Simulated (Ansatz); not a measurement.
Reaction (hydrogenolysis of the Si–O bond): `O[SiH2][SiH2][SiH3]` + H₂ → trisilane + H₂O

Program: Ansatz. Geometries: PBE0-D4/def2-TZVP. ΔE: electronic, gas phase. CCSD(T)/CBS is the MP2 limit (def2-TZVPP, def2-QZVPP) plus CCSD(T) − MP2 in def2-TZVPP, frozen cores. This one scheme is used for every species. Functionals use def2-TZVPP. B3LYP here is the variant with VWN-RPA as its local correlation; programs differ in this. HSE06 is defined as in plane-wave codes. One conformer a species, not always the lowest.

| level | ΔE (kJ/mol) | difference from CCSD(T)/CBS |
| --- | --- | --- |
| revPBE-D4 | 53.3 | -1.1 |
| B97M-V | 56.9 | 2.5 |
| PBE0-D4 | 49.6 | -4.8 |
| B3LYP-D4 | 57.6 | 3.2 |
| HSE06-D4 | 49.5 | -4.9 |
| BHLYP-D4 | 57.2 | 2.8 |
| CAM-B3LYP-D4 | 57.9 | 3.5 |
| PBE | 49.3 | -5.1 |
| PBE0 | 47.4 | -7.0 |
| r2SCAN0 | 55.9 | 1.5 |
| LC-ωPBE | 50.0 | -4.4 |
| HF/def2-SVP | 33.6 | -20.8 |
| CCSD(T)/def2-SVP | 38.4 | -16.0 |
| HF/def2-QZVPP | 51.1 | -3.3 |
| SCS-MP2/def2-QZVPP | 59.1 | 4.7 |
| MP2/CBS(def2) | 60.9 | 6.5 |
| CCSD(T)/CBS | 54.4 | 0 |

Largest T1 diagnostic among the species: 0.013.

From r2SCAN to r2SCAN0 (25 % exact exchange), in def2-TZVPP and without D4, ΔE moves by −3.7 kJ/mol. In def2-TZVPP, CCSD(T) changes the Hartree–Fock value by +3.0 kJ/mol (the triples alone add +2.2 kJ/mol) and MP2 by +9.5 kJ/mol.

CCSD(T)/CBS has its own doubt, a few kJ/mol and more with outer-core shells, so smaller differences from it don't rank the levels.
